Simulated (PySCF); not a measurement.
Calculation: TPSSh-D3(BJ)/def2-TZVP // B3LYP-D3(BJ)/def2-TZVP (PySCF). All species are isolated molecules in the gas phase. Delta-SCF ions had no search for a lower state. 

Reference species (SMILES): `[AlH3]` (neutral, multiplicity 1).

| Item | Result |
|---|---|
| dipole moment | 0.00 D |
| vertical ionisation energy (Delta-SCF) | 11.12 eV |
| HOMO | -8.05 eV |

Changed species: `[AlH2][I]` (1 of 3 H replaced by I; the reference has 0 of 3 H replaced by I).

**Question.** Give the shifts of the dipole moment, vertical ionisation energy (Delta-SCF) and HOMO.

**Answer.** the dipole moment rises by 0.99 D, to 0.99 D; the vertical ionisation energy (Delta-SCF) falls by 1.35 eV, to 9.77 eV; the HOMO rises by 0.96 eV, to -7.09 eV.
